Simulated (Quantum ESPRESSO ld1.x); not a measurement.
Values are calculated unless marked as measured or tabulated.
Sr, 38 electrons, occupied as [Kr] 5s2. Code: ld1.x of Quantum ESPRESSO 7.5. Model: scalar-relativistic Kohn-Sham, LDA (Slater exchange, Perdew-Zunger correlation), spin-polarised, spherical densities, point nucleus. Some entries of the table are withheld. Estimate them.

orbital,occ.,eigenvalue (Ry),<r> (bohr)
1s,2,-1169.5782,0.03921
2s,2,(1),(2)
2p,6,-140.8703,(3)
3s,2,(4),0.4931
3p,6,-18.7969,0.4992
3d,10,-9.4247,(5)
4s,2,-3.0069,1.356
4p,6,-1.6798,(6)
5s,2,-0.2679,4.271

Answer. 
(1) 2s eigenvalue (Ry): -158.4010
(2) 2s <r> (bohr): 0.1727
(3) 2p <r> (bohr): 0.1505
(4) 3s eigenvalue (Ry): -24.4531
(5) 3d <r> (bohr): 0.4986
(6) 4p <r> (bohr): 1.569
